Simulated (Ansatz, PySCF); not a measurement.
C4H4OSe, SMILES O=C[C@@H]1C=C[Se]1. Atoms are numbered in the order given.

```xyz
10

O     -1.9403     0.8171    -1.6518
C     -1.8152     0.3649    -0.5445
C     -0.6736     0.7057     0.3790
C      0.4473     1.5298    -0.2012
C      1.4761     0.6745    -0.1854
Se     0.5780    -0.8418     0.5667
H     -2.5588    -0.3584    -0.1218
H     -1.0425     1.0185     1.3695
H      0.3925     2.5590    -0.5651
H      2.5190     0.7579    -0.4975
```

Geometry optimised at ωB97X-D3(BJ)/def2-SVP. The structure was generated by enumeration; whether it is a known compound was not checked. Other conformers were not sampled.

Two levels are set side by side: PBE-D3(BJ)/def2-SVP (Ansatz, a quantum-chemistry and plane-wave program) and ωB97X-D3(BJ)/def2-SVP (PySCF). Each level has its own optimised geometry; the coordinates shown are those of the second. Frequencies come from the Hessian of PySCF at each geometry. Differences are taken from unrounded values.

| quantity | ωB97X-D3(BJ) |
|---|---|
| mean bond length (Å) | 1.388 |
| bond O1–C2 (Å) | 1.203 |
| bond C2–C3 (Å) | 1.507 |
| bond C3–C4 (Å) | 1.507 |
| bond C3–Se6 (Å) | 1.999 |
| bond C4–C5 (Å) | 1.338 |
| bond C5–Se6 (Å) | 1.916 |
| bond C2–H7 (Å) | 1.120 |
| bond C3–H8 (Å) | 1.102 |
| bond C4–H9 (Å) | 1.093 |
| bond C5–H10 (Å) | 1.092 |
| highest harmonic wavenumber (cm⁻¹) | 3270 |
| mean harmonic wavenumber (cm⁻¹) | 1272 |
| zero-point energy (kcal/mol) | 43.65 |

**Question.** What does PBE-D3(BJ) give, and how far is it from ωB97X-D3(BJ)? (An estimate is asked for; the answer gives what the named calculation found.)

**Answer.** 
```csv
quantity,PBE-D3(BJ),PBE-D3(BJ) minus ωB97X-D3(BJ)
mean bond length (Å),1.399,0.012
bond O1–C2 (Å),1.214,0.011
bond C2–C3 (Å),1.509,0.002
bond C3–C4 (Å),1.503,-0.005
bond C3–Se6 (Å),2.045,0.046
bond C4–C5 (Å),1.350,0.012
bond C5–Se6 (Å),1.929,0.013
bond C2–H7 (Å),1.133,0.013
bond C3–H8 (Å),1.112,0.009
bond C4–H9 (Å),1.100,0.007
bond C5–H10 (Å),1.099,0.007
highest harmonic wavenumber (cm⁻¹),3168,-102
mean harmonic wavenumber (cm⁻¹),1208,-64
zero-point energy (kcal/mol),41.44,-2.21
```

GGA bonds tend to be longer and softer than those of functionals with exact exchange. Differences between two approximate levels are no errors against the true value.
